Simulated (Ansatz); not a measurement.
Reaction (homolysis of the Ge–In bond): `[CH3][In]([NH2])[GeH3]` → `[GeH3]`• + `[CH3][In][NH2]`•

Computed with Ansatz on PBE0-D4/def2-TZVP structures; ΔE is electronic, products minus reactants. CCSD(T)/CBS adds triple-zeta CCSD(T) − MP2 to the extrapolated MP2 energy (def2 sets, frozen cores). DFT in def2-TZVPP. B3LYP here is the variant with VWN-RPA as its local correlation; programs differ in this. No spin–orbit coupling; open shells (•) take unrestricted orbitals. Elements past krypton have def2 core potentials. For Ge, In outer-core shells are correlated without core-valence functions, which leaves a few kJ/mol of doubt a bond. Scalar relativity is left out up to krypton. One conformer a species, not always the lowest.

```json
{"level": "LDA (SPW92)", "ΔE (kJ/mol)": "301.5", "difference from CCSD(T)/CBS": "17.5"}
{"level": "BLYP-D4", "ΔE (kJ/mol)": "240.7", "difference from CCSD(T)/CBS": "-43.3"}
{"level": "B97M-V", "ΔE (kJ/mol)": "265.8", "difference from CCSD(T)/CBS": "-18.2"}
{"level": "ωB97M-V", "ΔE (kJ/mol)": "269.2", "difference from CCSD(T)/CBS": "-14.8"}
{"level": "PBE", "ΔE (kJ/mol)": "252.0", "difference from CCSD(T)/CBS": "-32.0"}
{"level": "revPBE", "ΔE (kJ/mol)": "232.4", "difference from CCSD(T)/CBS": "-51.6"}
{"level": "BLYP", "ΔE (kJ/mol)": "230.0", "difference from CCSD(T)/CBS": "-54.0"}
{"level": "B3LYP", "ΔE (kJ/mol)": "242.0", "difference from CCSD(T)/CBS": "-42.0"}
{"level": "RPA@PBE/def2-TZVPP", "ΔE (kJ/mol)": "256.9", "difference from CCSD(T)/CBS": "-27.1"}
{"level": "CCSD/def2-SVP", "ΔE (kJ/mol)": "251.8", "difference from CCSD(T)/CBS": "-32.2"}
{"level": "SCS-MP2/def2-TZVPP", "ΔE (kJ/mol)": "274.3", "difference from CCSD(T)/CBS": "-9.7"}
{"level": "CCSD/def2-TZVPP", "ΔE (kJ/mol)": "264.1", "difference from CCSD(T)/CBS": "-19.9"}
{"level": "CCSD(T)/def2-TZVPP", "ΔE (kJ/mol)": "270.2", "difference from CCSD(T)/CBS": "-13.8"}
{"level": "HF/def2-QZVPP", "ΔE (kJ/mol)": "180.4", "difference from CCSD(T)/CBS": "-103.6"}
{"level": "SCS-MP2/def2-QZVPP", "ΔE (kJ/mol)": "281.7", "difference from CCSD(T)/CBS": "-2.3"}
{"level": "MP2/CBS(def2)", "ΔE (kJ/mol)": "292.5", "difference from CCSD(T)/CBS": "8.5"}
{"level": "CCSD(T)/CBS", "ΔE (kJ/mol)": "284.0", "difference from CCSD(T)/CBS": "0"}
```

Largest T1 diagnostic among the species: 0.017.

From PBE to PBE0 (25 % exact exchange), in def2-TZVPP and without D4, ΔE moves by +5.6 kJ/mol. In def2-TZVPP, CCSD(T) changes the Hartree–Fock value by +88.1 kJ/mol (the triples alone add +6.1 kJ/mol) and MP2 by +96.5 kJ/mol; breaking electron pairs costs correlation energy, which Hartree–Fock lacks.
